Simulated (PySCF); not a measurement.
Fe⁺: ionisation energy

Fe⁺ [Ar] 3d6 4s1 (6D) → Fe²⁺ [Ar] 3d6 (5D), as a difference of total energies. Calculation: PySCF 2.14, in aug-cc-pVTZ; no relativity, point nucleus. Correlated levels: valence: [Ar] frozen. The calculations carry no spin-orbit coupling.

```
           method  ionisation energy (eV)
              UHF                  15.114
    MP2 (valence)                  15.711
SCS-MP2 (valence)                  15.459
   CCSD (valence)                  15.732
CCSD(T) (valence)                  15.770
```

How much does correlation contribute at CCSD(T) (valence)?

15.770 − (15.114) = 0.656 eV, measured against UHF.

These non-relativistic numbers lack the scalar-relativistic shift.

The reference lies between the lowest fine-structure levels, while these numbers refer to the centres of the terms.

Errors of the correlated levels include the incompleteness of this basis and the frozen core.

For comparison: 16.199 eV (measured; NIST Atomic Spectra Database, ionization energies).
